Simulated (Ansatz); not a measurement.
`C[SiH2]C(C)=S` and `BC(C)=S` differ in one atom or group.

Ansatz, PBE0-D4/def2-TZVP geometries, multiplicity 1. Each molecule was computed in one conformer, which needn't be the lowest.

| property | `C[SiH2]C(C)=S` |
| --- | --- |
| HOMO energy (B3LYP/def2-TZVPP) / eV | -6.01 |
| HOMO energy (ωB97M-V/def2-TZVPP) / eV | -8.43 |
| HOMO–LUMO gap (PBE0/def2-TZVPP) / eV | 3.92 |
| HOMO energy (PBE0/def2-TZVPP) / eV | -6.24 |
| size of the dipole moment (B3LYP/def2-TZVPP) / D | 1.60 |
| size of the dipole moment (PBE/def2-TZVPP) / D | 1.52 |

Task: What does the change do to each property? (Estimate.)

Result: Ansatz gave: 
```tsv
property	`BC(C)=S`	shift
HOMO energy (B3LYP/def2-TZVPP) / eV	-7.24	-1.23
HOMO energy (ωB97M-V/def2-TZVPP) / eV	-9.60	-1.17
HOMO–LUMO gap (PBE0/def2-TZVPP) / eV	5.05	1.13
HOMO energy (PBE0/def2-TZVPP) / eV	-7.47	-1.23
size of the dipole moment (B3LYP/def2-TZVPP) / D	2.64	1.04
size of the dipole moment (PBE/def2-TZVPP) / D	2.66	1.14
```

With PBE0 the HOMO falls by 1.23 eV and the LUMO falls by 0.10 eV, so the gap widens by about 1.13 eV. PBE moves the HOMO by -1.30 eV and ωB97M-V by -1.17 eV. The zero-point energy changes by -86.6 kJ/mol with -12 modes. Dipoles are sizes alone; their direction can turn.

B3LYP here is the variant with VWN-RPA as its local correlation; programs differ in this.
